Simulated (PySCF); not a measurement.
Electronic absorption of C6H7PS

Compound: C6H7PS.
Geometry (GFN2-xTB, Å), atoms numbered from 1 in this order:
```
atom  x, y, z in Å
C1    -2.5119    1.5296    0.7829
C2    -2.2713    0.5395    0.1547
C3    -1.9426   -0.6771   -0.5416
P4    -0.5504   -1.5527    0.3029
S5    -0.1344   -3.3053   -0.3968
C6     0.7749   -0.4020    0.2813
C7     1.8086    0.2030    0.1292
C8     3.0017    0.9982   -0.0016
H9    -2.7429    2.4058    1.3109
H10   -2.7965   -1.3640   -0.5703
H11   -1.6229   -0.4766   -1.5711
H12   -0.9474   -1.4891    1.6432
H13    3.6177    0.6008   -0.8078
H14    3.5711    0.9655    0.9267
H15    2.7419    2.0325   -0.2257
```

Theory: TDDFT wB97X-D/def2-SVPD, vertical, gas phase, core orbitals frozen in the response in PySCF 2.14.0, density-fitted response routines.

Predict the UV-vis stick spectrum at this level.

```csv
state,E (eV),λ (nm),ν̃ (cm⁻¹),f,|μ| (D),"main configurations (H = HOMO, L = LUMO)"
S1,5.34,232.2,43070,0.011,0.74,"H-1→L (61%), H→L+1 (17%), H-1→L+1 (12%)"
S2,5.35,231.7,43170,0.019,0.98,"H→L (54%), H→L+1 (23%)"
S3,5.36,231.4,43220,0.024,1.09,"H→L (33%), H-1→L (24%), H-1→L+1 (18%)"
S4,5.67,218.6,45750,0.040,1.36,"H-1→L+1 (53%), H→L+1 (32%)"
S5,6.04,205.3,48700,0.0023,0.31,"H-2→L (26%), H-4→L (16%), H-3→L (13%)"
S6,6.23,199.0,50240,0.010,0.66,"H→L+2 (18%), H→L+3 (14%), H-3→L+1 (11%)"
S7,6.29,197.2,50700,0.016,0.81,"H-2→L+1 (28%), H-3→L (20%), H-5→L+1 (13%)"
S8,6.35,195.2,51240,0.0061,0.50,"H-3→L+1 (21%), H-4→L+1 (12%), H-1→L+2 (10%)"
```

Triplets, Tamm–Dancoff:

```json
{"state": "T1", "E (eV)": "4.71", "λ (nm)": "263.2", "main configurations (H = HOMO, L = LUMO)": "H→L (51%), H-1→L (16%)"}
{"state": "T2", "E (eV)": "4.98", "λ (nm)": "248.9", "main configurations (H = HOMO, L = LUMO)": "H-1→L (65%), H→L (20%)"}
{"state": "T3", "E (eV)": "5.11", "λ (nm)": "242.5", "main configurations (H = HOMO, L = LUMO)": "H→L+1 (73%)"}
```

The lowest singlet comes at 232 nm (515 kJ/mol) in the ultraviolet; it is weak; its leading configuration is HOMO-1→LUMO (61%). The most intense listed level is S4 at 5.67 eV (219 nm, f = 0.040), 0.33 eV above S1. S2/S3 lie within about 0.01 eV of each other. Löwdin shares by element: HOMO sulfur 71%, phosphorus 13% (atoms not listed hold the other 16%); LUMO carbon 39% or more, sulfur 20%, phosphorus 15% (atoms not listed hold the other 26%). Weighted by f, the mean energy of these states is 5.69 eV. The listed states span 1.01 eV, and the widest gap between neighbours is 0.37 eV (S4 to S5). The oscillator strengths of these states sum to 0.129; summed over the whole spectrum of an exact calculation they would give the number of electrons, 74 (Thomas–Reiche–Kuhn). The window holds the lowest 8 singlets.

Hardware: Arm Neoverse V1, one thread, shared host with 32 logical CPUs at a one-minute load of 24. Cost: 57 s of wall time, 0.96 GiB resident at most.

One conformer stands for the species.
